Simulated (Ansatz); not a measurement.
Species: C$_{2}$H$_{6}$BrGaO$_{2}$ (charge 0, singlet). 
Coordinates optimised at B3LYP-D3(BJ)/def2-TZVP (Ansatz, a program for electronic structure):
```xyz
12

C      2.7584    -1.0392     0.2297
O      1.4659    -1.5703    -0.0283
Ga    -0.0139    -0.6032    -0.0918
Br     0.0386     1.6704     0.2544
O     -1.5357    -1.4401    -0.4283
C     -2.8007    -0.7981    -0.5110
H      3.4092    -1.2512    -0.6222
H      3.1736    -1.5253     1.1160
H      2.7517     0.0415     0.3992
H     -2.7465     0.2800    -0.3334
H     -3.2217    -0.9635    -1.5058
H     -3.4728    -1.2370     0.2304
```
Charge 0, spin multiplicity 1.

Total electronic energies in hartree. Correlated levels leave the core frozen unless marked. Spin-orbit coupling is left out. The frozen core is the preceding noble-gas configuration, with the filled d and f shells of earlier blocks. No relativistic terms. CBS(X,Y): correlation extrapolated as X^-3; Hartree-Fock from the larger set.

```csv
level,program,energy (Eh)
RI-HF/aug-cc-pVTZ,Ansatz,-4724.89258
BLYP-D4/def2-TZVPD,Ansatz + dftd4,-4729.51755
BLYP/def2-TZVPD,Ansatz,-4729.49580
B3LYP-D3(BJ)/def2-TZVPD,Ansatz + dftd3,-4729.56743
r2SCANh-D4/def2-TZVPD,Ansatz + dftd4,-4729.29986
wB97X/def2-TZVPD,Ansatz,-4729.48431
B2PLYP-D3(BJ)/def2-TZVPD,Ansatz + dftd3,-4728.47551
CCSD(T)/aug-cc-pVDZ,Ansatz,-4725.64525
"CCSD(T)/CBS(cc-pVTZ,cc-pVQZ)",Ansatz,-4726.1928
```

Totals of different functionals don't rank their quality; only differences between species are comparable.
